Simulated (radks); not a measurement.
Results of a calculation; reference values are marked as such.
Problem. Isoelectronic series with 4 electrons, all held in the configuration [He] 2s2, which need not be the ground one along the series. Level of theory: scalar-relativistic Kohn-Sham, SCAN, spin-polarised, spherical densities, finite nucleus; meta-GGA in the generalised Kohn-Sham scheme; Fermi nuclear charge, rms radius of each element as measured or else 0.836 A^(1/3) + 0.57 fm (a radial shooting solver on a logarithmic mesh with Libxc functionals). Total energies (hartree) and mean radii <r> (bohr):

ion,E (hartree),2s,1s
Al9+,-192.15080,0.5223,0.1191
S12+,-296.76730,0.4131,0.09599
K15+,-424.35245,0.3414,0.08033
Ti18+,-575.10513,0.2907,0.06900
Mn21+,-749.26524,0.2529,0.06042
Ni24+,-947.11365,0.2236,0.05369
Se30+,-1415.21475,0.1810,0.04379
Rb33+,-1686.25652,0.1651,0.04004
Zr36+,-1982.56917,0.1516,0.03684
In45+,-3028.71216,0.1210,0.02955
Cs51+,-3863.9128,0.1061,0.02598
Ce54+,-4325.2885,0.09979,0.02445
Pm57+,-4817.1453,0.09407,0.02307

Estimate the row of Pd42+.

Solution. E (hartree) -2653.17342; 2s 0.1298; 1s 0.03168.
